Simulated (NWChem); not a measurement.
System: Si2N2H8O; SMILES N[SiH](N)O[SiH3]

NWChem input:

```
start job
memory heap 200 mb stack 900 mb global 1100 mb
geometry units angstroms noautoz
  N      1.130409    -1.789382     0.570695
  Si     0.065194    -0.962724    -0.496655
  N     -1.510411    -1.184305     0.174117
  O      0.251683     0.682118    -0.668050
  Si     0.043987     2.080393     0.187809
  H      1.092902    -1.622140     1.569156
  H      2.065110    -2.034707     0.269047
  H      0.359619    -1.501681    -1.846250
  H     -1.800545    -2.114417     0.450825
  H     -2.292153    -0.649442    -0.184342
  H     -1.377430     2.524233     0.153988
  H      0.449071     1.922807     1.613224
  H      0.882511     3.140741    -0.428433
end
basis spherical
  N library def2-tzvpp
  Si library def2-tzvpp
  O library def2-tzvpp
  H library def2-tzvpp
end
dft
  xc pbe0
  iterations 150
  semidirect filesize 400000000
  mulliken
end
task dft energy
```

Parts of the log:

```
             Northwest Computational Chemistry Package (NWChem) 7.3.0
             --------------------------------------------------------

 C1  symmetry detected

                             Geometry "geometry" -> ""
                             -------------------------

 Output coordinates in angstroms (scale by  1.889725989 to convert to a.u.)

  No.       Tag          Charge          X              Y              Z
 ---- ---------------- ---------- -------------- -------------- --------------
    1 N                    7.0000     1.16794650    -1.79104123     0.52833165
    2 Si                  14.0000     0.01832687    -0.96382525    -0.44705078
    3 N                    7.0000    -1.49477555    -1.17624148     0.35729041
    4 O                    8.0000     0.19585009     0.67956626    -0.64046604
    5 Si                  14.0000     0.06781181     2.08186400     0.22438798
    6 H                    1.0000     1.21689205    -1.61995149     1.52564487
    7 H                    1.0000     2.07235633    -2.04144117     0.14861523
    8 H                    1.0000     0.19377288    -1.50901172    -1.81473415
    9 H                    1.0000    -1.76373280    -2.10408544     0.66162735
   10 H                    1.0000    -2.30229227    -0.63939717     0.06504603
   11 H                    1.0000    -1.34952074     2.53159951     0.31082001
   12 H                    1.0000     0.59307324     1.92783252     1.61042876
   13 H                    1.0000     0.85451243     3.13636117    -0.46579493

 Effective nuclear repulsion energy (a.u.)     312.7129365368

                                 NWChem DFT Module
                                 -----------------

 Summary of "ao basis" -> "ao basis" (spherical)
 ------------------------------------------------------------------------------
       Tag                 Description            Shells   Functions and Types
 ---------------- ------------------------------  ------  ---------------------
 N                         def2-tzvpp               11       31   5s3p2d1f
 Si                        def2-tzvpp               14       42   5s5p3d1f
 O                         def2-tzvpp               11       31   5s3p2d1f
 H                         def2-tzvpp                6       14   3s2p1d

            General Information
            -------------------
          SCF calculation type: DFT
          Wavefunction type:  closed shell.
          No. of atoms     :    13
          No. of electrons :    58
           Alpha electrons :    29
            Beta electrons :    29
          Charge           :     0
          Spin multiplicity:     1
          Use of symmetry is: off; symmetry adaption is: off
          Maximum number of iterations: 150
          AO basis - number of functions:   289
                     number of shells:   109
          Convergence on energy requested:  1.00D-06
          Convergence on density requested:  1.00D-05
          Convergence on gradient requested:  5.00D-04

              XC Information
              --------------
                         PBE0 Method XC Functional
                     Hartree-Fock (Exact) Exchange  0.250
          PerdewBurkeErnzerhof Exchange Functional  0.750
            Perdew 1991 LDA Correlation Functional  1.000 local
           PerdewBurkeErnz. Correlation Functional  1.000 non-local

             Grid Information
             ----------------
          Grid used for XC integration:  medium
          Radial quadrature: Mura-Knowles
          Angular quadrature: Lebedev.
          Tag              B.-S. Rad. Rad. Pts. Rad. Cut. Ang. Pts.
          ---              ---------- --------- --------- ---------
          N                   0.65       49          13.0       434
          Si                  1.10       88          12.0       590
          O                   0.60       49          11.0       434
          H                   0.35       45          14.0       434
          Grid pruning is: on
          Number of quadrature shells:   683
          Spatial weights used:  Erf1

      Superposition of Atomic Density Guess
      -------------------------------------

 Sum of atomic energies:        -765.07670548

      Non-variational initial energy
      ------------------------------

 Total energy =    -767.259286
 1-e energy   =   -1677.507108
 2-e energy   =     597.534886
 HOMO         =      -0.355625
 LUMO         =       0.015395

------------------------------------------------------------
EAF file 0: "./job.aoints.0" size=3011510272 bytes
------------------------------------------------------------
               write      read    awrite     aread      wait
               -----      ----    ------     -----      ----
     calls:     5744         0         0         0         0
   data(b): 3.01e+09  0.00e+00  0.00e+00  0.00e+00
   time(s): 0.00e+00  0.00e+00  0.00e+00  0.00e+00  0.00e+00
rate(mb/s): 0.00e+00  0.00e+00
------------------------------------------------------------

     ---------------------------------------------
      Total Density - Mulliken Population Analysis
     ---------------------------------------------

    Atom       Charge   Shell Charges
 -----------   ------   -------------------------------------------------------
    1 N    7     7.80   0.82  1.16  0.57  0.80  0.16  1.63  1.87  0.77  0.00  0.01  0.00
    2 Si  14    12.97   2.00  0.59  1.39  0.77  0.33  4.11  1.73  0.49  0.85  0.21  0.01  0.21  0.21  0.08
    3 N    7     7.81   0.82  1.16  0.57  0.80  0.17  1.64  1.87  0.77  0.00  0.01  0.00
    4 O    8     8.78   0.79  1.18  0.59  0.96  0.22  2.05  2.26  0.71  0.00  0.01  0.00
    5 Si  14    13.40   2.00  0.59  1.39  0.84  0.42  4.11  1.73  0.49  1.14  0.39  0.00  0.13  0.13  0.04
    6 H    1     0.73   0.22  0.36  0.09  0.02  0.04  0.01
    7 H    1     0.73   0.22  0.36  0.09  0.02  0.04  0.01
    8 H    1     1.09   0.23  0.54  0.31  0.00  0.01  0.00
    9 H    1     0.73   0.22  0.36  0.09  0.02  0.04  0.01
   10 H    1     0.73   0.22  0.36  0.09  0.02  0.04  0.01
   11 H    1     1.08   0.23  0.55  0.29  0.00  0.01  0.00
   12 H    1     1.07   0.23  0.54  0.29  0.00  0.01  0.00
   13 H    1     1.07   0.23  0.55  0.29  0.00  0.01  0.00

   convergence    iter        energy       DeltaE   RMS-Dens  Diis-err
 ---------------- ----- ----------------- --------- --------- ---------
 d= 0,ls=0.0,diis     1   -768.2246352480 -1.08D+03  3.33D-03  1.32D+00
 d= 0,ls=0.0,diis     2   -768.1817051570  4.29D-02  2.11D-03  1.57D+00
 d= 0,ls=0.0,diis     3   -768.3203350651 -1.39D-01  4.89D-04  1.16D-01
 d= 0,ls=0.0,diis     4   -768.3286592438 -8.32D-03  1.95D-04  1.58D-02
 d= 0,ls=0.0,diis     5   -768.3301726123 -1.51D-03  3.42D-05  4.57D-04
  Resetting Diis
 d= 0,ls=0.0,diis     6   -768.3302174571 -4.48D-05  8.34D-06  1.06D-05
 d= 0,ls=0.0,diis     7   -768.3302185538 -1.10D-06  2.12D-06  4.14D-07
 d= 0,ls=0.0,diis     8   -768.3302185603 -6.53D-09  1.12D-06  3.16D-07

         Total DFT energy =     -768.330218560290
      One electron energy =    -1683.636175821761
           Coulomb energy =      669.571273279248
    Exchange-Corr. energy =      -66.978252554583
 Nuclear repulsion energy =      312.712936536806

 Numeric. integr. density =       57.999961441868

                       DFT Final Molecular Orbital Analysis
                       ------------------------------------

 Vector   27  Occ=2.000000D+00  E=-3.213523D-01
              MO Center= -6.4D-02,  1.7D+00, -2.2D-01, r^2= 3.4D+00
   Bfn.  Coefficient  Atom+Function         Bfn.  Coefficient  Atom+Function
  ----- ------------  ---------------      ----- ------------  ---------------
   110      0.261414   4 O  px              113      0.227511   4 O  px
   249      0.181791  11 H  s               277     -0.179592  13 H  s
   150     -0.172177   5 Si px              116      0.153166   4 O  px
   250      0.151343  11 H  s               278     -0.135668  13 H  s
   112     -0.129476   4 O  pz              248      0.113220  11 H  s

 Vector   28  Occ=2.000000D+00  E=-2.839615D-01
              MO Center=  3.6D-01, -1.4D+00,  2.9D-01, r^2= 3.2D+00
   Bfn.  Coefficient  Atom+Function         Bfn.  Coefficient  Atom+Function
  ----- ------------  ---------------      ----- ------------  ---------------
     7      0.289156   1 N  py               10      0.253865   1 N  py
    13      0.224787   1 N  py               81      0.180815   3 N  pz
    84      0.156676   3 N  pz                6      0.140067   1 N  px
    87      0.132835   3 N  pz                9      0.114889   1 N  px
   208      0.093845   8 H  s                 4     -0.089422   1 N  s

 Vector   29  Occ=2.000000D+00  E=-2.770044D-01
              MO Center= -5.9D-01, -1.3D+00,  2.8D-01, r^2= 2.9D+00
   Bfn.  Coefficient  Atom+Function         Bfn.  Coefficient  Atom+Function
  ----- ------------  ---------------      ----- ------------  ---------------
    81      0.297348   3 N  pz               84      0.258699   3 N  pz
    87      0.235722   3 N  pz                7     -0.214213   1 N  py
    10     -0.182168   1 N  py               13     -0.174970   1 N  py
    80      0.147478   3 N  py               83      0.124660   3 N  py
   208      0.120523   8 H  s                86      0.106293   3 N  py

 Vector   30  Occ=0.000000D+00  E= 1.306968D-02
              MO Center= -1.5D-01,  1.4D+00,  3.3D-01, r^2= 7.4D+00
   Bfn.  Coefficient  Atom+Function         Bfn.  Coefficient  Atom+Function
  ----- ------------  ---------------      ----- ------------  ---------------
   154      0.968896   5 Si py               78      0.570032   3 N  s
   109      0.520843   4 O  s               155      0.474256   5 Si pz
   236     -0.467305  10 H  s               180     -0.416082   6 H  s
   222     -0.394721   9 H  s                36      0.366549   2 Si s
   250     -0.345263  11 H  s                 5      0.315713   1 N  s

[...]
```

Level: PBE0/def2-TZVPP. Coordinates come from a B3LYP/6-31G* (spherical d) optimisation.
